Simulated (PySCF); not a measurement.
C3H7NSi2, SMILES C=C1N=C[SiH2][SiH2]1.

Geometry optimised at r2SCAN-D4/def2-SVP. The structure was generated by enumeration, and PubChem lists no compound with its InChIKey, so it may never have been made.

These are SMD-PBE0/def2-SVP (PySCF) values and carry that method's errors.

Solvation free energies are E(SMD) − E(gas) at the gas-phase geometry, for 1 M in both phases. In vacuum the dipole moment is 0.97 D.

```
solvent     ΔG(solv) (kcal/mol)  its non-electrostatic (CDS) part  dipole (D)
----------  -------------------  --------------------------------  ----------
water                       1.6                               5.2        1.44
chloroform                 -2.2                               0.3        1.27
1-octanol                     …                                 …           …
```

### Question
Complete the blanks. (The exact figures need the calculation; the answer reports its results.)

### Answer

- 1-octanol, ΔG(solv) (kcal/mol): -1.1
- 1-octanol, its non-electrostatic (CDS) part: 2.1
- 1-octanol, dipole (D): 1.36
